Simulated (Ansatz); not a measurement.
Reaction (redistribution): `FC(F)(F)C1=CC(C(F)(F)F)=[O+][Zn-]([Cl])[O]1` + `CC(C)[O][Al]([F])[Cl]` → `CC(C)[O][Zn][Cl]` + `FC(F)(F)C1=CC(C(F)(F)F)=[O+][Al-]([F])([Cl])[O]1`

Program: Ansatz. Geometries: PBE0-D4/def2-TZVP. ΔE: electronic, gas phase. CBS: MP2 limit from def2 TZ/QZ plus the TZ coupled-cluster correction, frozen cores. DFT in def2-TZVPP. For Zn outer-core shells are correlated without core-valence functions, which leaves a few kJ/mol of doubt a bond. Scalar relativity is left out up to krypton. Each species was taken in one conformer, which may not be the lowest.

CCSD(T)/CBS gives -5.2 kcal/mol.

Q: Another level gave -1.2 kcal/mol. Which?
A. PBE0-D4/def2-TZVPP
B. PBE-D4/def2-TZVPP
C. B2PLYP/def2-TZVPP
D. HF/def2-TZVPP

A: D. HF/def2-TZVPP -1.2, PBE-D4 -8.7, B2PLYP -6.0, PBE0-D4 -7.1 kcal/mol.

Largest T1 diagnostic among the species: 0.015.

In def2-TZVPP, CCSD(T) changes the Hartree–Fock value by −4.1 kcal/mol (the triples alone add −0.5 kcal/mol) and MP2 by −5.1 kcal/mol. From PBE to PBE0 (25 % exact exchange), in def2-TZVPP and without D4, ΔE moves by +1.5 kcal/mol.
